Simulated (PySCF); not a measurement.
## Structure revision by computed shifts

A compound C3H10OSi4 gives the data below (simulated from a calculation) and was assigned the structure `C=C(C=O)[SiH]1[SiH2][SiH2][SiH2]1`.

13C{1H} NMR (computed): δ 181.2 (CH), 115.0 (C), 107.1 (C).

1H NMR (500 MHz, computed): δ 9.47 (s, 1H), 4.53 (m, 1H), 3.67 (d, 3H), 3.65 (m, 3H), 3.60 (m, 1H), 3.42 (m, 1H).

- geometry: GFN2-xTB
- PBE0/pcSseg-1 with gauge-including orbitals
- run in PySCF 2.14
- a single conformation, isolated molecule, non-relativistic, equivalent nuclei averaged

Referencing at the same level of theory: 1H, 13C against TMS.

(1) Compare with the shifts computed for the proposed structure, pairing carbons in order of shift.

(2) Which isomer fits?

## Answers

(1) Atom-mapped SMILES (the numbers label the heavy atoms): `[CH2:1]=[C:2]([CH:3]=[O:4])[SiH:5]1[SiH2:6][SiH2:7][SiH2:8]1`; H(Xn) means a hydrogen on atom n.

| atom | computed for proposal | given list | difference |
| --- | --- | --- | --- |
| C3 | 205.8 | 181.2 | +24.6 |
| C2 | 164.2 | 115.0 | +49.2 |
| C1 | 155.8 | 107.1 | +48.7 |

The rms difference is 42.4 ppm and the largest +49.2 ppm at C2 (α carbon of a C=C–C=O unit). The carbon types in order of shift don't match either: CH, C, CH2 for the proposal against CH, C, C in the data. The proposal doesn't fit.

(2) `O=CC#C[Si@H]([SiH3])[SiH2][SiH3]`.

Carbon types of the structure: 2 × C, 1 × CH, leaving 9 H on heteroatoms. δC 181.2: aldehyde carbonyl carbon; low-lying n→π* states of the double bond to the heteroatom give a large paramagnetic term (-243 ppm). δC 115.0, 107.1: alkyne carbon. δH 9.47: hydrogen on an aldehyde carbonyl carbon; deshielded by the polar, anisotropic C=O bond. δH 3.67, 3.65: hydrogen on a silicon bonded to Si.

This is the structure that produced the data.

Shifts are as computed. Against solution values, carbons near 30 ppm lie about +3 ppm off and those near 130 ppm about +5 ppm. Of 1211 compounds with measured shifts, 218 miss one by over three times the rms of a fit or turn the order of signals round; such compounds aren't used in these exercises. No couplings were computed; multiplicities are counted from neighbouring protons, with m where these are inequivalent, close in shift, in a saturated or five-membered ring or joined by F or P, and br s for small geminal =CH2 splittings.
